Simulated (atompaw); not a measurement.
## lanthanum (La): variants of one PAW (atompaw) potential

Base potential:

atompaw 4.2.0.5 input, output lines left out:

```
La 57
GGA-PBE scalarrelativistic loggrid 2001 logderivrange -5 5 251
6 6 5 4 0 0
6 0 1.75
6 1 0
5 2 1
4 3 0
0 0 0
c
c
c
c
v
v
c
c
c
v
v
c
c
v
v
3
3.00 2.70 2.85 2.95
n
n
y
0.05
n
y
-0.05
n
custom polynom2 7 10 vanderbiltortho besselshape
4 0 troulliermartins
2.05
3.00
2.25
3.00
3.00
3.00
1.80
1.80
```

All-electron outer shells of the reference configuration (PBE, scalar-relativistic, ld1.x):

| shell | level (eV) | outermost node (bohr) | outermost maximum (bohr) |
| --- | --- | --- | --- |
| 4p | -201.36 | 0.34 | 0.63 |
| 4d | -105.21 | 0.32 | 0.68 |
| 5s | -40.28 | 0.77 | 1.41 |
| 5p | -23.75 | 0.83 | 1.58 |
| 4f | -5.70 | – | 0.75 |
| 6s | -4.79 | 1.86 | 3.79 |
| 5d | -4.36 | 0.95 | 2.21 |
| 6p | -2.31 | 2.20 | 4.80 |

Cutoffs, loose and tight: the cutoffs (Ry, on a coarse ladder) from which the occupation-weighted sum of valence levels, in a spherical-Bessel basis at the reference potential, stays within 10 and 1 mRy of its value at 400 Ry. They see the waves, projectors and local potential, not the compensation charge or the core. A dash means not determined.

A true bound ghost makes a file unfit for plane-wave use even where its test errors are small: the radial tests pick states by their node count and pass the ghost by.

```tsv
change	outcome	cutoff, loose	cutoff, tight	bound ghosts
base	generated	18 Ry	25 Ry	none
local potential troulliermartins scheme with l = 4 at 0 Ry, radius 1.34 bohr	generated	15 Ry	25 Ry	s, p, d
local potential troulliermartins scheme with l = 4 at 0 Ry, radius 1.82 bohr	generated	18 Ry	25 Ry	s
local potential troulliermartins scheme with l = 4 at 0 Ry, radius 1.98 bohr	generated	18 Ry	25 Ry	s
local potential troulliermartins scheme with l = 4 at 0 Ry, radius 2.18 bohr	generated	18 Ry	25 Ry	none
local potential troulliermartins scheme with l = 4 at 0 Ry, radius 2.46 bohr	generated	18 Ry	25 Ry	none
local potential troulliermartins scheme with l = 4 at 0 Ry, radius 2.70 bohr	generated	18 Ry	25 Ry	none
local potential troulliermartins scheme with l = 4 at 0 Ry, radius 2.84 bohr	generated	18 Ry	25 Ry	none
```

What comes out with this change to the base: local potential troulliermartins scheme with l = 4 at 0 Ry, radius 1.54 bohr?

outcome: generated; cutoff, loose: 18 Ry; cutoff, tight: 40 Ry; bound ghosts: s.

Reading the sweep of the r_vloc (base included, trends over the rows without a ghost): The loose cutoff stays near 18 Ry. Bound ghosts are found at 1.34, 1.54, 1.82, 1.98 bohr.
